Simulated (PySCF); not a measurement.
C2H7Si, SMILES C[SiH]C, multiplicity 2.

Geometry: r2SCAN-D4/def2-SVP. The isomer is the one that the SMILES or the coordinates give; other isomers of the formula were not compared.

The numbers are results of PySCF 2.14.0 with TDA-M06-2X/def2-SVPD, not measurements.

Vertical excitations. Isolated molecule, no solvent.

```csv
state,energy (eV),λ (nm),f,main pairs
root 1,4.77,260,0.017,"α HOMO→LUMO+1 7 %, β HOMO→LUMO 87 %"
root 2,4.85,256,0.039,"α HOMO→LUMO 63 %, β HOMO−1→LUMO 26 %"
root 3,4.94,251,0.007,"α HOMO→LUMO 26 %, β HOMO−1→LUMO 68 %"
root 4,5.00,248,0.034,"α HOMO→LUMO+1 78 %, β HOMO→LUMO 8 %"
root 5,5.66,219,0.062,α HOMO→LUMO+2 82 %
root 6,6.06,205,0.036,"α HOMO→LUMO+3 54 %, α HOMO→LUMO+5 15 %, α HOMO→LUMO+4 11 %"
root 7,6.61,188,0.074,"α HOMO→LUMO+5 40 %, α HOMO→LUMO+4 27 %, α HOMO→LUMO+3 24 %"
root 8,7.00,177,0.007,"α HOMO→LUMO+6 73 %, α HOMO→LUMO+1 11 %"
root 9,7.05,176,0.002,"α HOMO→LUMO+4 37 %, α HOMO→LUMO+5 33 %, α HOMO→LUMO+7 20 %"
root 10,7.17,173,0.061,α HOMO→LUMO+8 80 %
```
Unrestricted roots are not spin-pure.
